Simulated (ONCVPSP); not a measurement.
Building the ONCV potential for silicon (Si) (LDA (Perdew-Zunger), non-relativistic).

```
Element                 : silicon
Generator               : ONCVPSP 4.0.1
Type                    : optimised norm-conserving Vanderbilt (ONCV)
Functional              : LDA (Perdew-Zunger)
Relativity              : non-relativistic
Frozen core             : [Ne]
Valence charge          : 4
Reference configuration : 3s2 3p2
Partial waves           : 3s: rc 1.45 bohr, ncon 3, nbas 8, qcut 3.5 1/bohr, 1 projector; 3p: rc 2.00 bohr, ncon 4, nbas 8, qcut 4.1 1/bohr, 2 projectors, debl 0.5 Ha; d scattering state at 0.09 Ha: rc 1.65 bohr, ncon 4, nbas 8, qcut 5.9 1/bohr, 1 projector
Local potential         : polynomial inside 1.25 bohr (lpopt 5, dvloc0 6 Ha)
Core correction         : polynomial model core, fcfact 0.4
```

Poles of the logarithmic derivatives, all-electron (AE) and pseudo (PS). s: poles at 4.0 (AE) and 2.5 (PS) Ha. p: poles at 1.4 (AE) and 1.4 (PS) Ha. d: poles at 2.7 (AE) and 2.8 (PS) Ha. Test radii: s 1.47, p 2.03, d 1.67 bohr.

* Cutoffs needed: 11 Ha and 52 Ha (the cutoffs (Ha) at which the residual kinetic energy of the hardest occupied pseudo-wave falls to 1 and 0.1 mHa per electron)
* Ghost test: no bound ghost flagged; no localised positive-energy state flagged
* Largest excitation error: +66 meV (all-electron minus pseudo) for 3s1 3p0, out of 4 test configurations
* rms error of d²Exc/dni dnj: 3.45 mHa without and 0.33 mHa with the model core
